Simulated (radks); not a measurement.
The numbers below are computed, except where a source is named.
All-electron atom: neutral iron in [Ar] 3d5.5 4s2 4p0.5 (fractional occupations, a model configuration).

Level of theory: non-relativistic Kohn-Sham, PBE, spin-polarised, spherical densities, point nucleus; open shells are filled with parallel spins first (a radial shooting solver on a logarithmic mesh with Libxc functionals).

Energy parts (Ry):
part                       energy
total                 -2526.68496
kinetic                2524.73503
electron-nucleus      -6006.39113
Hartree                1065.32686
exchange-correlation   -110.35571

Orbitals (lengths in bohr, moments of r in powers of bohr; <r^-3> diverges for s and p1/2; r(90%) holds 90 % of the orbital's charge):
[
 {"orbital": "1s up", "occ.": "1", "eigenvalue (Ry)": "-509.7975", "r(90%)": "0.105", "<r^-3>": "-", "<r^2>": "0.004691", "<r^4>": "0.00005615"},
 {"orbital": "1s down", "occ.": "1", "eigenvalue (Ry)": "-509.7973", "r(90%)": "0.105", "<r^-3>": "-", "<r^2>": "0.004691", "<r^4>": "0.00005615"},
 {"orbital": "2s up", "occ.": "1", "eigenvalue (Ry)": "-59.57961", "r(90%)": "0.419", "<r^-3>": "-", "<r^2>": "0.08619", "<r^4>": "0.01294"},
 {"orbital": "2s down", "occ.": "1", "eigenvalue (Ry)": "-59.41284", "r(90%)": "0.418", "<r^-3>": "-", "<r^2>": "0.08586", "<r^4>": "0.01283"},
 {"orbital": "2p up", "occ.": "3", "eigenvalue (Ry)": "-51.43513", "r(90%)": "0.388", "<r^-3>": "462.5", "<r^2>": "0.06897", "<r^4>": "0.009656"},
 {"orbital": "2p down", "occ.": "3", "eigenvalue (Ry)": "-51.31036", "r(90%)": "0.387", "<r^-3>": "464.2", "<r^2>": "0.06863", "<r^4>": "0.009550"},
 {"orbital": "3s up", "occ.": "1", "eigenvalue (Ry)": "-7.15641", "r(90%)": "1.22", "<r^-3>": "-", "<r^2>": "0.7678", "<r^4>": "0.9539"},
 {"orbital": "3s down", "occ.": "1", "eigenvalue (Ry)": "-6.78675", "r(90%)": "1.23", "<r^-3>": "-", "<r^2>": "0.7752", "<r^4>": "0.9780"},
 {"orbital": "3p up", "occ.": "3", "eigenvalue (Ry)": "-4.77397", "r(90%)": "1.32", "<r^-3>": "58.27", "<r^2>": "0.8602", "<r^4>": "1.294"},
 {"orbital": "3p down", "occ.": "3", "eigenvalue (Ry)": "-4.41095", "r(90%)": "1.33", "<r^-3>": "57.18", "<r^2>": "0.8754", "<r^4>": "1.356"},
 {"orbital": "3d up", "occ.": "5", "eigenvalue (Ry)": "-0.92536", "r(90%)": "1.82", "<r^-3>": "5.324", "<r^2>": "1.455", "<r^4>": "5.631"},
 {"orbital": "3d down", "occ.": "0.5", "eigenvalue (Ry)": "-0.59642", "r(90%)": "2.01", "<r^-3>": "4.941", "<r^2>": "1.742", "<r^4>": "9.119"},
 {"orbital": "4s up", "occ.": "1", "eigenvalue (Ry)": "-0.49733", "r(90%)": "4.28", "<r^-3>": "-", "<r^2>": "9.216", "<r^4>": "144.4"},
 {"orbital": "4s down", "occ.": "1", "eigenvalue (Ry)": "-0.41075", "r(90%)": "4.55", "<r^-3>": "-", "<r^2>": "10.36", "<r^4>": "184.7"},
 {"orbital": "4p up", "occ.": "0.5", "eigenvalue (Ry)": "-0.16874", "r(90%)": "6.20", "<r^-3>": "2.350", "<r^2>": "18.36", "<r^4>": "647.7"},
 {"orbital": "4p down", "occ.": "0", "eigenvalue (Ry)": "-0.11833", "r(90%)": "6.75", "<r^-3>": "1.808", "<r^2>": "21.69", "<r^4>": "908.7"}
]

The highest occupied level is 4p up at -2.296 eV. Summed over all electrons, <r^2> = 44.25 bohr^2, which gives a Langevin (diamagnetic) susceptibility term of -35 x 10^-6 cm^3/mol. The density falls to 0.001 e/bohr^3 at r = 4.62 bohr. The spin density at the nucleus is -0.058 e/bohr^3 (1s -0.025, 2s -1.894, 3s 0.977, 4s 0.885), a Fermi contact field of -3.04 T. Virial ratio -V/T = 2.00077.
